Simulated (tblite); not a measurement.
Isomers of C6H7FO2Si. Computed with GFN2-xTB (tblite): harmonic, unscaled wavenumbers at the GFN2-xTB geometry, gas phase. Errors from tens to a few hundred cm⁻¹ against measured bands are possible. Modes of hydrogen on silicon can be 10 to 20 % off. One conformer each.

Electronic energies: GFN2-xTB at the same geometries; isomer energies are rough at this level and their order can be wrong.

```csv
SMILES,"electronic energy, lowest = 0 (kJ/mol)"
C#CC1=C(F)[SiH2]O[C@@H]1OC,50.5
O=C(O)C#CC[Si@@H]1C[C@@H]1F,257.5
CC#CC1=C(O[SiH2]O)[C@H]1F,0.0
```

Q: How do GFN2-xTB zero-point energies change the relative energies?

A: 
```csv
SMILES,ZPE (kJ/mol),of it from modes above 1550 cm⁻¹,electronic (kJ/mol),"with ZPE, lowest = 0 (kJ/mol)",lowest mode (cm⁻¹),rings
CC#CC1=C(O[SiH2]O)[C@H]1F,286.6,147.3,0.0,0.0,11i,1
C#CC1=C(F)[SiH2]O[C@@H]1OC,293.3,141.3,50.5,57.3,57,1
O=C(O)C#CC[Si@@H]1C[C@@H]1F,296.9,149.7,257.5,267.9,19,1
```

The zero-point energies span 10.3 kJ/mol, from `CC#CC1=C(O[SiH2]O)[C@H]1F` to `O=C(O)C#CC[Si@@H]1C[C@@H]1F`. Slightly imaginary modes are left out of the zero-point energy: `CC#CC1=C(O[SiH2]O)[C@H]1F` 10.7i cm⁻¹. The order is unchanged.
